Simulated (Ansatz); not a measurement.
Cost and result for the atomization energy of C₃H₁₂ClGeN₃, SMILES `C[NH][Ge]([Cl])([NH]C)[NH]C` (20 atoms, 19 bonds).

```csv
atom,x (Å),y (Å),z (Å)
C1,-0.6579,0.2728,2.7537
N2,-1.0297,0.4087,1.3621
Ge3,0.1070,0.0663,0.0027
Cl4,1.8521,1.3235,0.3183
N5,-0.7832,0.5216,-1.5157
C6,-1.1253,1.9112,-1.7698
N7,0.7700,-1.6235,-0.0187
C8,1.8971,-2.0260,-0.8338
H9,-1.3091,0.8864,3.3830
H10,-0.6933,-0.7586,3.1274
H11,0.3612,0.6391,2.8937
H12,-1.9935,0.1934,1.1603
H13,-0.4180,0.0604,-2.3368
H14,-1.5312,2.3557,-0.8590
H15,-0.2736,2.5263,-2.0857
H16,-1.9001,1.9751,-2.5393
H17,0.0661,-2.3394,0.0813
H18,2.3667,-2.9220,-0.4174
H19,2.6500,-1.2354,-0.8238
H20,1.6445,-2.2354,-1.8826
```

Total charge 0; spin multiplicity 1. Correlated methods include outer-core shells of Ge, which these sets cover unevenly. Scalar relativity is left out up to krypton. The geometry is a stationary point of PBE0-D4/def2-TZVP. It is one conformer, not always the lowest. Program: Ansatz. All runs use 6 threads of an AMD EPYC 7R13 on a shared host and a share of an NVIDIA H100 80 GB. Times are those of one run each, without the atoms' runs, and a repeat can differ threefold. Electronic energies, without spin–orbit coupling; frozen cores. CCSD(T)/CBS adds CCSD(T) − MP2 in def2-TZVPP to the MP2 limit, and its time is that of the two runs behind it. T1 = 0.010. With those shells the extrapolation isn't a true limit. B3LYP takes the VWN-RPA correlation (the form of Gaussian; ORCA's B3LYP/G).

CCSD(T)/CBS is a level of theory with its own doubt, some kJ/mol a heavy atom from the limit and from the frozen cores, so smaller differences don't rank the functionals.

```
                             level  functions  wall time  atomization (kJ/mol)  difference from CCSD(T)/CBS  per bond
 B3LYP-D4/def2-TZVPP (with forces)        444      2.6 s                7233.9                          4.0       0.2
                PBE0-D4/def2-TZVPP        444      3.1 s                7243.2                         13.3       0.7
  ωB97M-V/def2-TZVPP (with forces)        444      3.1 s                7243.4                         13.5       0.7
   PBE-D4/def2-TZVPP (with forces)        444      3.2 s                7371.7                        141.8       7.5
                 B2PLYP/def2-TZVPP        444      3.3 s                7139.9                        -90.0      -4.7
r2SCAN-D4/def2-TZVPP (with forces)        444      7.5 s                7203.6                        -26.3      -1.4
                    MP2/def2-QZVPP        861       11 s                7238.0                          8.1       0.4
                ωB97X-V/def2-TZVPP        444       13 s                7262.3                         32.4       1.7
                CCSD(T)/def2-TZVPP        444       24 s                7034.7                       -195.2     -10.3
                 CCSD(T)/CBS(def2)          –       35 s                7229.9                          0.0       0.0
```

The D4 term adds +83.4 kJ/mol with B3LYP and +45.3 kJ/mol with PBE0; it sums over pairs of atoms, weighted by their polarisabilities, and B3LYP, whose exchange is more repulsive, gets the larger term. From PBE to PBE0 (25 % exact exchange), in def2-TZVPP and without D4, the atomization energy moves by −121.3 kJ/mol: exact exchange takes away binding that semilocal exchange gives to molecules. In def2-TZVPP, CCSD(T) changes the Hartree–Fock value by +1968.3 kJ/mol (the triples alone add +111.8 kJ/mol) and MP2 by +2056.7 kJ/mol; breaking electron pairs costs correlation energy, which Hartree–Fock lacks.
